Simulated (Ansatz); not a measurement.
Relaxation of CH4FInO2 (9 atoms, charge 0, multiplicity 1), to a largest force component of 0.02 eV/Å in at most 50 steps.

Theory: Ansatz 0.2.0, UKS B3LYP/def2-SVP.

```xyz
9
Properties=species:S:1:pos:R:3:forces:R:3
O -2.221 0.268 0.354 1.31 2.06 1.78
In -0.290 1.070 1.639 0.00 -5.91 8.97
C 0.779 0.050 -0.519 3.83 -1.85 0.59
O 0.951 -1.044 0.347 -1.74 3.02 0.44
F 2.089 0.479 -0.831 -1.68 0.28 0.27
H -2.281 -0.624 0.070 -0.06 -1.76 -0.60
H -0.543 1.711 0.495 -1.36 5.60 -9.66
H 0.299 -0.192 -1.443 -1.08 0.18 -0.88
H 1.307 -1.765 -0.130 0.79 -1.62 -0.91
```

Where does it end, and by what steps?

The run converged. The force dipped under the threshold on the way, but the program's further checks kept it going. After 36 steps the energy has fallen by 7.580 eV; H7 moved furthest, 1.96 Å. The start is strongly strained (largest force component 10 eV/Å), so its close contacts needn't be bonds. Parted: In2–H7 (1.34 → 3.28 Å). Joined: C3–H7 (2.35 → 1.10 Å).

| step | energy less start (eV) | largest force component (eV/Å) | accepted |
| --- | --- | --- | --- |
| 0 | 0.0000 | 9.657 | yes |
| 2 | -3.2252 | 0.943 | yes |
| 4 | -3.7401 | 0.787 | yes |
| 6 | -4.9047 | 2.478 | yes |
| 8 | -6.8564 | 1.323 | yes |
| 10 | -7.2367 | 1.123 | yes |
| 12 | -7.3167 | 0.231 | yes |
| 14 | -7.3383 | 0.192 | yes |
| 16 | -7.3610 | 0.819 | yes |
| 18 | -7.4405 | 0.160 | yes |
| 20 | -7.4747 | 0.525 | yes |
| 22 | -7.5041 | 0.789 | yes |
| 24 | -7.5224 | 1.281 | yes |
| 26 | -7.5700 | 0.149 | yes |
| 28 | -7.4872 | 2.207 | no |
| 30 | -7.5779 | 0.282 | yes |
| 32 | -7.5801 | 0.028 | yes |
| 34 | -7.5750 | 0.233 | no |
| 36 | -7.5805 | 0.014 | yes |

```xyz
9
Properties=species:S:1:pos:R:3
O -1.870 0.447 0.425
In -1.116 -0.310 2.215
C 0.780 -0.022 -0.795
O 0.832 -0.667 0.443
F 1.666 1.030 -0.814
H -2.730 0.888 0.418
H -0.252 0.349 -0.884
H 1.067 -0.710 -1.612
H 1.710 -1.050 0.587
```

The run took 100 s on 2 threads of Intel(R) Xeon(R) 6975P-C (Granite Rapids) (shared host), peak memory 0.35 GiB.
